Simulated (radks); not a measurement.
Mo I, 42 electrons, occupied as [Kr] 4d5 5s1.

Method: Dirac Kohn-Sham, BLYP, spin-unpolarised, spherical densities, finite nucleus; open shells fill j = l - 1/2 first; Fermi nuclear charge, rms radius 4.4091 fm; computed with a radial shooting solver on a logarithmic mesh with Libxc functionals.

Energy parts (hartree):
total: -4049.69339
kinetic: 4199.33124
electron-nucleus: -9784.07220
Hartree: 1659.27156
exchange-correlation: -124.22398

Orbitals (lengths in bohr, moments of r in powers of bohr):
\begin{tabular}{lrrrr}
orbital & occ. & eigenvalue (hartree) & <r^4> & <r^2> \\ \hline
1s1/2 & 2 & -728.2264 & 7.207e-06 & 0.001669 \\
2s1/2 & 2 & -102.8228 & 0.001333 & 0.02779 \\
2p1/2 & 2 & -94.60421 & 0.0008856 & 0.02098 \\
2p3/2 & 4 & -90.68579 & 0.0009916 & 0.02235 \\
3s1/2 & 2 & -17.48461 & 0.06894 & 0.2108 \\
3p1/2 & 2 & -14.35758 & 0.07143 & 0.2090 \\
3p3/2 & 4 & -13.71250 & 0.07851 & 0.2193 \\
3d3/2 & 4 & -8.18052 & 0.08216 & 0.2056 \\
3d5/2 & 6 & -8.05839 & 0.08472 & 0.2090 \\
4s1/2 & 2 & -2.35544 & 2.946 & 1.390 \\
4p1/2 & 2 & -1.46771 & 4.654 & 1.700 \\
4p3/2 & 4 & -1.37577 & 5.178 & 1.790 \\
5s1/2 & 1 & -0.14820 & 380.0 & 14.99 \\
4d3/2 & 4 & -0.13568 & 63.49 & 5.075 \\
4d5/2 & 1 & -0.12824 & 68.94 & 5.261 \\
\end{tabular}

The highest occupied level is 4d5/2 at -3.490 eV. Summed over all electrons, <r^2> = 57.87 bohr^2, which gives a Langevin (diamagnetic) susceptibility term of -45.8 x 10^-6 cm^3/mol. The density falls to 0.001 e/bohr^3 at r = 4.72 bohr. The electron density at the nucleus is 9.089e+04 e/bohr^3. For comparison, the ionisation energy in NIST's Atomic Spectra Database is 7.092 eV (measured). In exact Kohn-Sham theory the highest level is minus the ionisation energy, but local and semilocal functionals leave it too shallow, through self-interaction and a potential that decays too fast; potentials with the right tail come closer.

Beside tabulated values, note that spin-unpolarised runs miss the spin-polarisation part of the exchange energy of open shells.
